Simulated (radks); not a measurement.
The cobalt ion Co2+ inside a hard spherical wall (all orbitals vanish at R), configuration held at [Ar] 3d7 and not refilled when levels cross. Method: non-relativistic Kohn-Sham, LDA (Slater exchange, Perdew-Wang correlation), spin-unpolarised, spherical densities, point nucleus; computed with a radial shooting solver on a logarithmic mesh with Libxc functionals. Eigenvalues in eV, with the zero of energy where the potential of the charges vanishes at infinity; a dash marks a level that is unbound or too diffuse for the functional's potential to be trusted. A positive occupied level is held by the wall or, in an anion where self-interaction has pushed it up, behind a barrier. The pressure on the wall is -dE/dV.

R (bohr) = free: E (hartree) -1379.12649; kinetic (hartree) 1377.552; e(2p) -784.83; e(3s) -118.40; e(3p) -84.030; e(3d) -27.575; e(4s, empty) -20.794; e(4p, empty) -14.606; pressure (GPa) 0
R (bohr) = 20: E (hartree) -1379.12649; kinetic (hartree) 1377.552; e(2p) -784.83; e(3s) -118.40; e(3p) -84.030; e(3d) -27.575; e(4s, empty) -20.794; e(4p, empty) -14.606; pressure (GPa) < 0.0001
R (bohr) = 12: E (hartree) -1379.12649; kinetic (hartree) 1377.552; e(2p) -784.83; e(3s) -118.40; e(3p) -84.030; e(3d) -27.575; e(4s, empty) -20.794; e(4p, empty) -14.606; pressure (GPa) < 0.0001
R (bohr) = 10: E (hartree) -1379.12649; kinetic (hartree) 1377.552; e(2p) -784.83; e(3s) -118.40; e(3p) -84.030; e(3d) -27.575; e(4s, empty) -20.794; e(4p, empty) -14.606; pressure (GPa) < 0.0001
R (bohr) = 7: E (hartree) -1379.12649; kinetic (hartree) 1377.552; e(2p) -784.83; e(3s) -118.40; e(3p) -84.029; e(3d) -27.574; e(4s, empty) -20.784; e(4p, empty) -14.543; pressure (GPa) 0.00115
R (bohr) = 5: E (hartree) -1379.12521; kinetic (hartree) 1377.566; e(2p) -784.75; e(3s) -118.33; e(3p) -83.955; e(3d) -27.502; e(4s, empty) -20.385; e(4p, empty) -13.547; pressure (GPa) 0.287
R (bohr) = 3.5: E (hartree) -1379.08363; kinetic (hartree) 1377.853; e(2p) -783.25; e(3s) -117.10; e(3p) -82.760; e(3d) -26.267; e(4s, empty) -15.739; e(4p, empty) -6.542; pressure (GPa) 19.0
R (bohr) = 3: E (hartree) -1378.98858; kinetic (hartree) 1378.388; e(2p) -780.96; e(3s) -115.34; e(3p) -81.035; e(3d) -24.375; e(4s, empty) -9.189; e(4p, empty) 1.837; pressure (GPa) 85.1
R (bohr) = 2.5: E (hartree) -1378.65717; kinetic (hartree) 1380.064; e(2p) -775.33; e(3s) -111.30; e(3p) -77.018; e(3d) -19.713; e(4s, empty) 6.849; e(4p, empty) 20.689; pressure (GPa) 449
R (bohr) = 2: E (hartree) -1377.29099; kinetic (hartree) 1386.448; e(2p) -760.09; e(3s) -101.03; e(3p) -66.408; e(3d) -7.056; e(4s, empty) 50.546; e(4p, empty) 68.077; pressure (GPa) 3150
